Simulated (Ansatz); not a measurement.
```yaml
crystal:
  periodic: [true, true, true]
  atoms:
    - {symbol: O, position_ang: [-0.401862, 1.149507, -0.297511]}
    - {symbol: Sn, position_ang: [-0.191436, -0.436930, 0.532071]}
    - {symbol: F, position_ang: [1.496472, -0.906878, 0.294696]}
    - {symbol: F, position_ang: [-1.132025, -1.575173, -0.423549]}
    - {symbol: H, position_ang: [0.274758, 1.701672, -0.143796]}
basis:
  gaussian: {orbitals: x2c-TZVPPall}
magnetization: {spin_polarized: true, initial_magnetization: 1}
hamiltonian: {xc: {name: RPBE}, dispersion: d3bjatm}
output: {forces: true}
```

```sh
$ ansatz run in.yaml --threads 4 --pin off --events-out ev --progress --plain --max-ram 10444MiB
```

(1) How does Ansatz answer? (Best estimate.)

Results:

(1) Computed: The program refused the input.
```
Error: YAML parse error: error: line 2 column 3: crystal: missing field `lattice` (a structure is typed as `lattice` and `atoms`, a molecule's as `atoms` in Å alone, or read from a run's directory, `checkpoint`)
 --> <input>:2:3
1 | crystal:
2 |   periodic: [true, true, true]
3 |   atoms:
4 |     - {symbol: O, position_ang: [-0.401862, 1.149507, -0.297511]}
```
